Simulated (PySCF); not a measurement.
One molecule, one basis, several functionals.

Compound: C2H8AlN.
SMILES: `C=[CH][AlH2-][NH3+]`

Torsions of this conformer, `[CH2:1]=[CH:2][AlH2-:3][NH3+:4]`: C1–C2–Al3–N4 -98°.

PySCF, pcSseg-2 basis, density fitting, gas phase, PBE0-D3(BJ)/def2-SVP geometry. One functional is left out:

```json
{"functional": "B97-D", "exact exchange (%)": "0", "HOMO energy (eV)": "-5.95", "LUMO energy (eV)": "-1.29", "dipole moment (D)": "5.254"}
{"functional": "BLYP", "exact exchange (%)": "0", "HOMO energy (eV)": "-5.85", "LUMO energy (eV)": "-1.41", "dipole moment (D)": "5.208"}
{"functional": "BP86", "exact exchange (%)": "0", "HOMO energy (eV)": "-6.05", "LUMO energy (eV)": "-1.37", "dipole moment (D)": "5.246"}
{"functional": "LDA", "exact exchange (%)": "0", "HOMO energy (eV)": "-6.01", "LUMO energy (eV)": "-1.56", "dipole moment (D)": "5.247"}
{"functional": "OPBE", "exact exchange (%)": "0", "HOMO energy (eV)": "-5.89", "LUMO energy (eV)": "-1.26", "dipole moment (D)": "5.236"}
{"functional": "PBE", "exact exchange (%)": "0", "HOMO energy (eV)": "-5.95", "LUMO energy (eV)": "-1.42", "dipole moment (D)": "5.216"}
{"functional": "B3LYP", "exact exchange (%)": "20", "HOMO energy (eV)": "-6.99", "LUMO energy (eV)": "-0.93", "dipole moment (D)": "5.252"}
{"functional": "B97-2", "exact exchange (%)": "21", "HOMO energy (eV)": "-6.94", "LUMO energy (eV)": "-0.60", "dipole moment (D)": "5.270"}
{"functional": "mPW1PW91", "exact exchange (%)": "25", "HOMO energy (eV)": "-7.22", "LUMO energy (eV)": "-0.61", "dipole moment (D)": "5.277"}
{"functional": "BHandHLYP", "exact exchange (%)": "50", "HOMO energy (eV)": "-8.17", "LUMO energy (eV)": "-0.02", "dipole moment (D)": "5.291"}
```

Problem. Predict the row of PBE0 (25 % exact exchange) by straight lines through the other rows, and check it.

Solution. 
```csv
property,line,computed,computed − line,"mPW1PW91 (25 %), for comparison"
HOMO energy (eV),-7.12,-7.19,-0.07,-7.22
LUMO energy (eV),-0.67,-0.62,+0.05,-0.61
dipole moment (D),5.266,5.266,0.000,5.277
```

Problem. Which of these properties follows the share of exact exchange most closely, and which least?

Solution. Most closely the HOMO energy, least the dipole moment; the correlations over the tabulated rows are HOMO energy -0.995, LUMO energy 0.974, dipole moment 0.814. The HOMO energy moves by -0.459 eV for every 10 %. Functionals with the same share still differ in their other parts: at 0 % BLYP and BP86 differ by 0.20 eV in it.
